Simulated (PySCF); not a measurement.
# How methods differ on the excitation energy of Sn

Sn [Kr] 4d10 5s2 5p2 (3P) → Sn [Kr] 4d10 5s1 5p2 6s1 (5P), as a difference of total energies. All numbers are calculated (PySCF 2.14, the spin-free X2C one-electron Hamiltonian (Gaussian nucleus), in x2c-TZVPPall with one added diffuse shell each of s, p, d, f type (9s7p5d3f, 76 functions)). Correlated levels: valence and next inner shell: [Ar] 3d10 frozen. The calculations carry no spin-orbit coupling.

| method | excitation energy (eV) |
| --- | --- |
| UHF | 8.408 |
| MP2 (valence and next inner shell) | 10.016 |
| SCS-MP2 (valence and next inner shell) | 10.168 |
| CCSD (valence and next inner shell) | 9.875 |
| CCSD(T) (valence and next inner shell) | 9.958 |

Problem. How much does correlation contribute at CCSD(T) (valence and next inner shell)?

Solution. 9.958 − (8.408) = 1.550 eV, measured against UHF.

The upper state lies above the first ionisation limit, but in LS coupling its spin forbids autoionisation to the ground ion; at this Z spin-orbit coupling breaks that rule. A Rydberg-like electron needs more diffuse functions than a valence basis has.

The promoted electron is Rydberg-like, and one or two diffuse shells describe it only roughly, which tends to raise the upper state.
